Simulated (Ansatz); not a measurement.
Program: Ansatz. Geometries: PBE0-D4/def2-TZVP. ΔE: electronic, gas phase. CCSD(T)/CBS is the MP2 limit (def2-TZVPP, def2-QZVPP) plus CCSD(T) − MP2 in def2-TZVPP, frozen cores. This one scheme is used for every species. DFT in def2-TZVPP. B3LYP here is the variant with VWN-RPA as its local correlation; programs differ in this. HSE06 is defined as in plane-wave codes. One conformer a species, not always the lowest.

Consider the formal hydrolysis of the Si–F bond: `CN[SiH](C)F` + H₂O → `CN[SiH](C)O` + H–F.

```
             level  ΔE (kJ/mol)  difference from CCSD(T)/CBS
       LDA (SPW92)         46.1                         -3.2
            PBE-D4         48.2                         -1.1
           PBE0-D4         47.7                         -1.6
          B3LYP-D4         50.6                          1.3
        r2SCAN0-D4         49.6                          0.3
          HSE06-D4         47.5                         -1.8
              BLYP         55.3                          6.0
              PBE0         49.7                          0.4
           r2SCANh         51.0                          1.7
             BHLYP         54.2                          4.9
RPA@PBE/def2-TZVPP         48.8                         -0.5
     CCSD/def2-SVP         52.1                          2.8
  CCSD(T)/def2-SVP         51.4                          2.1
   CCSD/def2-TZVPP         49.1                         -0.2
     MP2/CBS(def2)         47.4                         -1.9
    CCSD/CBS(def2)         50.5                          1.2
       CCSD(T)/CBS         49.3                            0
```

Largest T1 diagnostic among the species: 0.010.

The D4 term adds −3.5 kJ/mol with B3LYP and −2.0 kJ/mol with PBE0; it sums over pairs of atoms, weighted by their polarisabilities, and B3LYP, whose exchange is more repulsive, gets the larger term. Leaving LDA and LC-ωPBE aside and taking each functional with its dispersion term where it has one, the values, not all of them listed here, spread over 6.8 kJ/mol, from revPBE-D4 to B97M-V. LDA lies −4.4 kJ/mol from PBE without D4.
